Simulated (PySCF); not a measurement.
CCl3 (SMILES Cl[C](Cl)Cl), doublet, at a GFN2-xTB geometry; PySCF with B3LYP/cc-pVDZ.

PySCF was given this input:
```python
from pyscf import gto, scf, dft

mol = gto.M(
    atom='''
C    -0.00495017   -0.00528924    0.30398563
Cl   -0.00002372    1.67596123   -0.00662262
Cl    1.45179868   -0.83693332   -0.02670425
Cl   -1.45002785   -0.83716112   -0.07396218
''',
    basis='cc-pvdz',
    spin=1,
    verbose=4,
)

mf = dft.UKS(mol)
mf.xc = 'b3lyp'
mf.conv_tol = 1e-12
mf.kernel()
mf.analyze()
```

### Question
Write the output that PySCF gives for this input, abridged.

### Answer

```
PySCF version 2.14.0

[INPUT] verbose = 4
[INPUT] num. atoms = 4
[INPUT] num. electrons = 57
[INPUT] charge = 0
[INPUT] spin (= nelec alpha-beta = 2S) = 1
[INPUT] symmetry False subgroup None
[INPUT] Mole.unit = angstrom
[INPUT] Symbol           X                Y                Z      unit          X                Y                Z       unit  Magmom
[INPUT]  1 C     -0.004950170000  -0.005289240000   0.303985630000 AA   -0.009354465570  -0.009995215007   0.574449586503 Bohr   0.0
[INPUT]  2 Cl    -0.000023720000   1.675961230000  -0.006622620000 AA   -0.000044824304   3.167107720089  -0.012514938027 Bohr   0.0
[INPUT]  3 Cl     1.451798680000  -0.836933320000  -0.026704250000 AA    2.743501893205  -1.581574759323  -0.050463718862 Bohr   0.0
[INPUT]  4 Cl    -1.450027850000  -0.837161120000  -0.073962180000 AA   -2.740155509492  -1.582005238934  -0.139768263776 Bohr   0.0

nuclear repulsion = 252.79618112308
number of shells = 20
number of NR pGTOs = 149
number of NR cGTOs = 68
basis = cc-pvdz
ecp = {}

******** <class 'pyscf.dft.uks.UKS'> ********
method = UKS
initial guess = minao
damping factor = 0
level_shift factor = 0
DIIS = <class 'pyscf.scf.diis.CDIIS'>
diis_start_cycle = 1
diis_space = 8
diis_damp = 0
SCF conv_tol = 1e-12
SCF conv_tol_grad = None
SCF max_cycles = 50
direct_scf = True
direct_scf_tol = 1e-13
number electrons alpha = 29  beta = 28
XC library pyscf.dft.libxc version 7.1.2
    S. Lehtola, C. Steigemann, M. J. T. Oliveira, and M. A. L. Marques,  SoftwareX 7, 1–5 (2018)
XC functionals = b3lyp
    P. J. Stephens, F. J. Devlin, C. F. Chabalowski, and M. J. Frisch,  J. Phys. Chem. 98, 11623 (1994)
radial grids:
    Treutler-Ahlrichs [JCP 102, 346 (1995); DOI:10.1063/1.469408] (M4) radial grids

becke partition: Becke, JCP 88, 2547 (1988); DOI:10.1063/1.454033
pruning grids: <function nwchem_prune>
grids dens level: 3
symmetrized grids: False
atomic radii adjust function: <function treutler_atomic_radii_adjust>
small_rho_cutoff = 0
Set gradient conv threshold to 1e-06
tot grids = 70760
init E= -1419.23708773724

cycle= 1 E= -1418.64257873093  delta_E= 0.595  |g|=  0.3  |ddm|= 1.63
cycle= 2 E= -1418.52579302013  delta_E= 0.117  |g|= 0.587  |ddm|= 0.718
cycle= 3 E= -1418.69101965313  delta_E= -0.165  |g|= 0.0247  |ddm|= 0.434
cycle= 4 E= -1418.69140396142  delta_E= -0.000384  |g|= 0.0106  |ddm|= 0.0423
cycle= 5 E= -1418.69149948733  delta_E= -9.55e-05  |g|= 0.00252  |ddm|= 0.023
cycle= 6 E= -1418.69150855445  delta_E= -9.07e-06  |g|= 0.000795  |ddm|= 0.00789
cycle= 7 E= -1418.69150946992  delta_E= -9.15e-07  |g|= 0.000313  |ddm|= 0.00303
cycle= 8 E= -1418.69150956499  delta_E= -9.51e-08  |g|= 9.63e-05  |ddm|= 0.00074
cycle= 9 E= -1418.69150957117  delta_E= -6.18e-09  |g|= 1.45e-05  |ddm|= 0.000157
cycle= 10 E= -1418.69150957135  delta_E= -1.79e-10  |g|= 3.3e-06  |ddm|= 3.15e-05
cycle= 11 E= -1418.69150957136  delta_E= -9.09e-12  |g|= 1.28e-06  |ddm|= 9.9e-06
cycle= 12 E= -1418.69150957137  delta_E= -1.14e-11  |g|= 4.91e-07  |ddm|= 3.05e-06
cycle= 13 E= -1418.69150957136  delta_E= 7.28e-12  |g|= 6.29e-08  |ddm|= 5.03e-07
cycle= 14 E= -1418.69150957137  delta_E= -7.73e-12  |g|= 4.85e-08  |ddm|= 1.65e-07
cycle= 15 E= -1418.69150957137  delta_E= 1.36e-12  |g|= 1.35e-08  |ddm|= 5.55e-08
cycle= 16 E= -1418.69150957136  delta_E= 5.23e-12  |g|= 4.19e-09  |ddm|= 1.64e-08
cycle= 17 E= -1418.69150957136  delta_E= 3.87e-12  |g|= 3.72e-09  |ddm|= 7.42e-09
cycle= 18 E= -1418.69150957136  delta_E= -1.14e-12  |g|= 3.32e-09  |ddm|= 5.89e-09
cycle= 19 E= -1418.69150957137  delta_E= -7.73e-12  |g|= 2.98e-09  |ddm|= 2.01e-09
cycle= 20 E= -1418.69150957137  delta_E= -1.59e-12  |g|= 3.83e-09  |ddm|= 1.14e-08
cycle= 21 E= -1418.69150957137  delta_E= 3.87e-12  |g|= 8.67e-09  |ddm|= 5.89e-09
cycle= 22 E= -1418.69150957137  delta_E= -2.96e-12  |g|= 8.59e-09  |ddm|= 1.39e-08
cycle= 23 E= -1418.69150957137  delta_E= 3.41e-12  |g|= 3.07e-09  |ddm|= 1.03e-08
cycle= 24 E= -1418.69150957137  delta_E= -2.05e-12  |g|= 3.95e-09  |ddm|= 2.52e-09
cycle= 25 E= -1418.69150957137  delta_E= 1.36e-12  |g|= 3.18e-09  |ddm|= 1.06e-09
cycle= 26 E= -1418.69150957136  delta_E= 3.41e-12  |g|= 2.27e-09  |ddm|= 8.56e-10
cycle= 27 E= -1418.69150957137  delta_E= -5.68e-12  |g|= 1.52e-09  |ddm|= 7.2e-10
cycle= 28 E= -1418.69150957137  delta_E= 1.82e-12  |g|= 1.12e-09  |ddm|= 5.32e-10
cycle= 29 E= -1418.69150957137  delta_E= -1.14e-12  |g|= 6.27e-10  |ddm|= 9.83e-10
cycle= 30 E= -1418.69150957137  delta_E= 1.14e-12  |g|= 1.93e-09  |ddm|= 1.62e-09
cycle= 31 E= -1418.69150957137  delta_E= -4.55e-13  |g|= 2.66e-09  |ddm|= 1.47e-09
Extra cycle  E= -1418.69150957137  delta_E= 4.55e-13  |g|= 4.86e-09  |ddm|= 6.31e-09
converged SCF energy = -1418.69150957137  <S^2> = 0.75333816  2S+1 = 2.0033354
**** SCF Summaries ****
Total Energy =                       -1418.691509571368215
Nuclear Repulsion Energy =             252.796181123080487
One-electron Energy =                -2460.460200466061906
Two-electron Energy =                  788.972509771613090
Two-electron Coulomb Energy =          879.197486951664814
DFT Exchange-Correlation Energy =      -90.224977180051695
**** MO energy ****
                             alpha | beta                alpha | beta
MO #1   energy= -101.579265689464  | -101.578523071568  occ= 1 | 1
MO #2   energy= -101.579262710297  | -101.578520079421  occ= 1 | 1
MO #3   energy= -101.579261972961  | -101.578519337812  occ= 1 | 1
MO #4   energy= -10.3500530425204  | -10.3358872470697  occ= 1 | 1
MO #5   energy= -9.498209273873    | -9.49747673247536  occ= 1 | 1
MO #6   energy= -9.49820743521876  | -9.49747488456443  occ= 1 | 1
MO #7   energy= -9.49810849687672  | -9.49737500946973  occ= 1 | 1
MO #8   energy= -7.26081269907982  | -7.26031015796686  occ= 1 | 1
MO #9   energy= -7.26081076820914  | -7.26030813977766  occ= 1 | 1
MO #10  energy= -7.26080970808813  | -7.26030702409876  occ= 1 | 1
MO #11  energy= -7.25178085647895  | -7.2497250073086   occ= 1 | 1
MO #12  energy= -7.25177743356497  | -7.24972301169062  occ= 1 | 1
MO #13  energy= -7.251776771022    | -7.24972226822783  occ= 1 | 1
MO #14  energy= -7.25016692055009  | -7.24952432981767  occ= 1 | 1
MO #15  energy= -7.25016495195398  | -7.24952103780661  occ= 1 | 1
MO #16  energy= -7.25016425481649  | -7.24951994486475  occ= 1 | 1
MO #17  energy= -0.96773087106141  | -0.956050483654119 occ= 1 | 1
MO #18  energy= -0.864985361059633 | -0.860041066596094 occ= 1 | 1
MO #19  energy= -0.864983941415702 | -0.860039638909103 occ= 1 | 1
MO #20  energy= -0.622442227667981 | -0.602168245975218 occ= 1 | 1
MO #21  energy= -0.496215774164645 | -0.488306609655935 occ= 1 | 1
MO #22  energy= -0.496215062924086 | -0.488305979708174 occ= 1 | 1
MO #23  energy= -0.457006296675761 | -0.421418721863012 occ= 1 | 1
MO #24  energy= -0.366353327338428 | -0.361322389861148 occ= 1 | 1
MO #25  energy= -0.366352476559232 | -0.361321083071858 occ= 1 | 1
MO #26  energy= -0.346885953823479 | -0.339097555302641 occ= 1 | 1
MO #27  energy= -0.346885665654067 | -0.339097288453839 occ= 1 | 1
MO #28  energy= -0.320999008887915 | -0.319157939821407 occ= 1 | 1
MO #29  energy= -0.228218241786427 | -0.0999277726531311 occ= 1 | 0
MO #30  energy= -0.0285976409353392 | -0.0150512291604483 occ= 0 | 0
MO #31  energy= 0.0488690526744168 | 0.0626850220276791 occ= 0 | 0
MO #32  energy= 0.0488692070375467 | 0.0626853482251155 occ= 0 | 0
MO #33  energy= 0.393119643177576  | 0.396805236885402  occ= 0 | 0
MO #34  energy= 0.393121934923148  | 0.396807509771013  occ= 0 | 0
MO #35  energy= 0.4351196772       | 0.443189512882886  occ= 0 | 0
MO #36  energy= 0.446604677465501  | 0.465071070349381  occ= 0 | 0
MO #37  energy= 0.462222414442471  | 0.465071200445288  occ= 0 | 0

To work with the spin densities directly, `use mulliken_meta_spin()` only printing them here.

 ** Mulliken spin pop alpha/beta on meta-lowdin orthogonal AOs **
 ** Mulliken Spin Density (per AO)  **
spin_pop of  0 C 1s       -0.00001
spin_pop of  0 C 2s        0.11299
spin_pop of  0 C 3s        0.00189
spin_pop of  0 C 2px       0.01433
spin_pop of  0 C 2py       0.01435
spin_pop of  0 C 2pz       0.60612
spin_pop of  0 C 3px       0.00012
spin_pop of  0 C 3py       0.00012
spin_pop of  0 C 3pz       0.00253
spin_pop of  0 C 3dxy     -0.00003
spin_pop of  0 C 3dyz     -0.00029
spin_pop of  0 C 3dz^2    -0.00141
spin_pop of  0 C 3dxz     -0.00030
spin_pop of  0 C 3dx2-y2   -0.00003
spin_pop of  1 Cl 1s        0.00000
spin_pop of  1 Cl 2s       -0.00000
spin_pop of  1 Cl 3s        0.00101
spin_pop of  1 Cl 4s        0.00028
spin_pop of  1 Cl 2px      -0.00000
spin_pop of  1 Cl 2py      -0.00000
spin_pop of  1 Cl 2pz       0.00000
spin_pop of  1 Cl 3px      -0.00012
spin_pop of  1 Cl 3py      -0.01607
spin_pop of  1 Cl 3pz       0.09559
spin_pop of  1 Cl 4px       0.00006
spin_pop of  1 Cl 4py       0.00008
spin_pop of  1 Cl 4pz       0.00093
spin_pop of  1 Cl 3dxy     -0.00008
spin_pop of  1 Cl 3dyz      0.00134
spin_pop of  1 Cl 3dz^2     0.00030
spin_pop of  1 Cl 3dxz      0.00000
spin_pop of  1 Cl 3dx2-y2   -0.00012
spin_pop of  2 Cl 1s        0.00000
spin_pop of  2 Cl 2s       -0.00000
spin_pop of  2 Cl 3s        0.00101
spin_pop of  2 Cl 4s        0.00028
spin_pop of  2 Cl 2px      -0.00000
spin_pop of  2 Cl 2py      -0.00000
spin_pop of  2 Cl 2pz       0.00000
spin_pop of  2 Cl 3px      -0.01205
spin_pop of  2 Cl 3py      -0.00458
spin_pop of  2 Cl 3pz       0.09603
spin_pop of  2 Cl 4px       0.00008
spin_pop of  2 Cl 4py       0.00007
spin_pop of  2 Cl 4pz       0.00092
spin_pop of  2 Cl 3dxy     -0.00009
spin_pop of  2 Cl 3dyz      0.00031
spin_pop of  2 Cl 3dz^2     0.00033
spin_pop of  2 Cl 3dxz      0.00100
spin_pop of  2 Cl 3dx2-y2   -0.00009
spin_pop of  3 Cl 1s        0.00000
spin_pop of  3 Cl 2s       -0.00000
spin_pop of  3 Cl 3s        0.00101
spin_pop of  3 Cl 4s        0.00028
spin_pop of  3 Cl 2px      -0.00000
spin_pop of  3 Cl 2py      -0.00000
spin_pop of  3 Cl 2pz       0.00000
spin_pop of  3 Cl 3px      -0.01307
spin_pop of  3 Cl 3py      -0.00458
spin_pop of  3 Cl 3pz       0.09705
spin_pop of  3 Cl 4px       0.00008
spin_pop of  3 Cl 4py       0.00007
spin_pop of  3 Cl 4pz       0.00092
spin_pop of  3 Cl 3dxy     -0.00009
spin_pop of  3 Cl 3dyz      0.00030
spin_pop of  3 Cl 3dz^2     0.00040
spin_pop of  3 Cl 3dxz      0.00092
spin_pop of  3 Cl 3dx2-y2   -0.00009
 ** Mulliken Spin Density (per atom)  **
spin density of  0 C =      0.75037
spin density of  1 Cl =      0.08321
spin density of  2 Cl =      0.08321
spin density of  3 Cl =      0.08321
 ** Mulliken pop alpha/beta on meta-lowdin orthogonal AOs **
 ** Mulliken pop       alpha | beta **
In total            29.00000 | 28.00000
 ** Mulliken atomic charges   ( Nelec_alpha | Nelec_beta ) **
charge of  0C =     -0.08220  (     3.41628      2.66591 )
charge of  1Cl =      0.02740  (     8.52791      8.44470 )
charge of  2Cl =      0.02740  (     8.52790      8.44469 )
charge of  3Cl =      0.02740  (     8.52790      8.44469 )
Dipole moment(X, Y, Z, Debye):  0.00417,  0.00448, -0.25618
```
